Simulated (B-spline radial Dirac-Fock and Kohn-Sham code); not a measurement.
## Dipole and non-dipole photoemission parameters of Cl⁷⁺ 2p1/2

System: chlorine as Cl⁷⁺, [He] 2s2 2p6; threshold 346.4 eV (orbital energy of the model). The computed values come from a B-spline atomic structure program: Dirac-Hartree-Slater photoionisation with a Latter tail; cross sections with all multipoles, angular parameters from the dipole term and its interference with E2.

The run's input, task.json:

```json
{"items": [{
  "Z": 17,
  "q": 7,
  "cfg": [[1, 0, 2], [2, 0, 2], [2, 1, 6]],
  "A": 35,
  "rrms": 3.3654,
  "do": "xps",
  "hv": [60.7, 77.0, 80, 89.7, 101.0, 115.0, 183.0, 282.0, 387.0, 478.0, 497.0, 542.0, 687.0, 721.0, 770.0, 908.0, 1000, 1253.6, 1300.0, 1350.0, 1450.0, 2000, 2590.0, 3320.0, 3560.0, 4930.0, 6000, 9251.7, 12000, 15000]
}]}
```

Launch: `python xray2_run.py task.json out`

```
hν (eV)   σ (kb)      β      γ      δ
    387      460  1.375  0.015  0.014
    478      275  1.465  0.108  0.016
    497      249  1.471  0.123  0.016
    542      199  1.477  0.159  0.017
    687      105  1.460  0.256  0.021
    721     91.4  1.452  0.276  0.022
    770     76.0  1.439  0.304  0.024
    908     47.4  1.398  0.372  0.028
   1000     35.8  1.368  0.410  0.031
 1253.6     18.4  1.290  0.502  0.039
   1300     16.5  1.275  0.518  0.041
   1350     14.7  1.260  0.532  0.043
   1450     11.8  1.230  0.556  0.046
   2000     4.26  1.085  0.670  0.066
   2590     1.85  0.963  0.755  0.087
   3320    0.809  0.845  0.838  0.113
   3560        ?      ?      ?      ?
   4930    0.207  0.664  0.954  0.165
   6000    0.103  0.581  1.009  0.195
 9251.7   0.0215  0.422  1.132  0.278
  12000  0.00819  0.343  1.210  0.336
  15000  0.00354  0.284  1.289  0.392
```

Q: Give the values at 3560 eV.

A: σ = 0.638 kb, β = 0.811, γ = 0.859, δ = 0.121.
